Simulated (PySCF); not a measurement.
A structure optimised at PBE-D3(BJ)/def2-TZVP, used in a PySCF frequency run:

```
Zn
Cl 1 2.0672
```
Charge +1, spin multiplicity 1.

### Question
Write its SMILES, formula and point group.

### Answer
[Cl][Zn+], ClZn, C∞v

### Question
What are its rotational constants (standard atomic weights)?

### Answer
5.1450 GHz (linear rotor, B only)
